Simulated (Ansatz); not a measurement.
Ge(CN)2H2 (C₂H₂GeN₂), 7 atoms. Hardware: 2 threads of Arm Neoverse V2 on a shared host.

Correlated methods freeze 13 core orbitals; core or outer-core shells of Ge are correlated, in sets that lack core-valence functions.

(1) How many basis functions does each of these Ansatz runs have, and roughly what does it cost? LC-ωPBE (ω = 0.10 bohr⁻¹)/def2-TZVP, charge -1 doublet at the geometry of the charge 0 singlet, energy, from earlier orbitals; r2SCAN-D4/def2-TZVP, charge 0 triplet at the geometry of the charge 0 singlet, energy, from earlier orbitals; LC-ωPBE (ω = 0.15 bohr⁻¹)/def2-TZVP, charge 1 doublet at the geometry of the charge 0 singlet, energy, from earlier orbitals; r2SCANh-D4/def2-TZVP, charge 0 singlet, energy, from earlier orbitals; ωB97M-V/def2-TZVP, charge 1 doublet at the geometry of the charge 0 singlet, energy, from earlier orbitals; BHLYP-D4/def2-TZVP, charge 0 singlet, energy, from earlier orbitals; r2SCAN-D4/def2-TZVP, charge 0 singlet, energy, from earlier orbitals; MP2/def2-QZVPP, charge 0 singlet, energy, from earlier orbitals; LC-ωPBE (ω = 0.20 bohr⁻¹)/def2-TZVP, charge 0 singlet, energy, from earlier orbitals; MP2/def2-TZVP, charge 0 singlet, energy, from earlier orbitals; PBE-D4/def2-SVP, charge 0 singlet, energy, from earlier orbitals; B2PLYP/def2-TZVP, charge 0 singlet, energy, from earlier orbitals.

Answers

(1) Other jobs shared the machine, so times can vary by a factor of up to 3. A dash marks memory too small to be measured apart from the calling script's.

| run | functions | fitting or Cholesky vectors | wall time | peak host memory (GiB) |
| --- | --- | --- | --- | --- |
| PBE-D4/def2-SVP, charge 0 singlet, energy, from earlier orbitals | 98 | 1127 | 0.95 s | – |
| LC-ωPBE (ω = 0.20 bohr⁻¹)/def2-TZVP, charge 0 singlet, energy, from earlier orbitals | 184 | 1116 | 2.2 s | – |
| MP2/def2-TZVP, charge 0 singlet, energy, from earlier orbitals | 184 | 1217 | 2.4 s | – |
| BHLYP-D4/def2-TZVP, charge 0 singlet, energy, from earlier orbitals | 184 | 1328 | 2.9 s | – |
| r2SCAN-D4/def2-TZVP, charge 0 singlet, energy, from earlier orbitals | 184 | 1116 | 3.5 s | – |
| r2SCANh-D4/def2-TZVP, charge 0 singlet, energy, from earlier orbitals | 184 | 1135 | 4.5 s | – |
| B2PLYP/def2-TZVP, charge 0 singlet, energy, from earlier orbitals | 184 | 1217 | 4.6 s | – |
| LC-ωPBE (ω = 0.15 bohr⁻¹)/def2-TZVP, charge 1 doublet at the geometry of the charge 0 singlet, energy, from earlier orbitals | 184 | 1116 | 11 s | – |
| LC-ωPBE (ω = 0.10 bohr⁻¹)/def2-TZVP, charge -1 doublet at the geometry of the charge 0 singlet, energy, from earlier orbitals | 184 | 1116 | 16 s | – |
| MP2/def2-QZVPP, charge 0 singlet, energy, from earlier orbitals | 377 | 2377 | 18 s | 1.6 |
| r2SCAN-D4/def2-TZVP, charge 0 triplet at the geometry of the charge 0 singlet, energy, from earlier orbitals | 184 | 1116 | 21 s | – |
| ωB97M-V/def2-TZVP, charge 1 doublet at the geometry of the charge 0 singlet, energy, from earlier orbitals | 184 | 1144 | 51 s | 1 |
